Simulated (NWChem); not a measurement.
System meant: WNH$_{3}$O$_{3}$; SMILES [NH]=[W](=[O])([OH])[OH]

Input file for NWChem:

```
start job
memory heap 200 mb stack 900 mb global 1100 mb
geometry units angstroms noautoz
  W     -0.083535     0.000432     0.125836
  O      0.501908    -0.000117     1.729134
  N      1.269013    -0.007643    -0.987609
  H      2.276900    -0.014420    -1.118877
  O     -1.109398    -1.563501    -0.159930
  H     -0.980986    -2.224089    -0.847690
  O     -1.094602     1.573096    -0.165008
  H     -0.958094     2.231231    -0.853575
end
basis spherical
  W library def2-svp
  O library def2-svp
  N library def2-svp
  H library def2-svp
end
dft
  xc xpbe96 cpbe96
  iterations 150
  mulliken
end
task dft energy
```

End of the output:

```
          Convergence Information
          -----------------------
          Convergence aids based upon iterative change in
          total energy or number of iterations.
          Levelshifting, if invoked, occurs when the
          HOMO/LUMO gap drops below (HL_TOL):  1.00D-02
          DIIS, if invoked, will attempt to extrapolate
          using up to (NFOCK): 10 stored Fock matrices.

                    Damping( 0%)  Levelshifting(0.5)       DIIS
                  --------------- ------------------- ---------------
          dE  on:    start            ASAP                start
          dE off:    2 iters        150 iters           150 iters

      Screening Tolerance Information
      -------------------------------
          Density screening/tol_rho:  1.00D-10
          AO Gaussian exp screening on grid/accAOfunc:  14
          CD Gaussian exp screening on grid/accCDfunc:  20
          XC Gaussian exp screening on grid/accXCfunc:  20
          Schwarz screening/accCoul:  1.00D-08

      Superposition of Atomic Density Guess
      -------------------------------------

      charge =      74.0 W (Tungsten)

      symmetry species            s     p     d     f
      number of basis functions = 7     6     5     1
      number of cont. functions = 6     3     2     1
      number of closed shells   = 6     4     2     1
      number of open shells     = 0     0     1     0
      open shell occupation     = 0     0     4     0
 ------------------------------------------------------------------------
 atomscf:atomd: error in atom scf                   0
 ------------------------------------------------------------------------
 ------------------------------------------------------------------------
  current input line :
    24: task dft energy
 ------------------------------------------------------------------------
 ------------------------------------------------------------------------
 This error has not yet been assigned to a category
 ------------------------------------------------------------------------
 For more information see the NWChem manual at https://nwchemgit.github.io

0:atomscf:atomd: error in atom scf:Received an Error in Communication
```

Find the fault in this run and fix the input.

The program stopped with an error. Cause: the def2 basis of a heavy element holds valence functions alone and wants its effective core potential (without it all electrons must fit into that basis). This input runs:
```
start job
memory heap 200 mb stack 900 mb global 1100 mb
geometry units angstroms noautoz
  W     -0.083535     0.000432     0.125836
  O      0.501908    -0.000117     1.729134
  N      1.269013    -0.007643    -0.987609
  H      2.276900    -0.014420    -1.118877
  O     -1.109398    -1.563501    -0.159930
  H     -0.980986    -2.224089    -0.847690
  O     -1.094602     1.573096    -0.165008
  H     -0.958094     2.231231    -0.853575
end
basis spherical
  * library def2-svp
end
ecp
  W library def2-ecp
end
dft
  xc xpbe96 cpbe96
  iterations 150
  mulliken
end
task dft energy
```
It converges to -349.02833 Ha (PBE/def2-SVP with def2 effective core potentials on W).
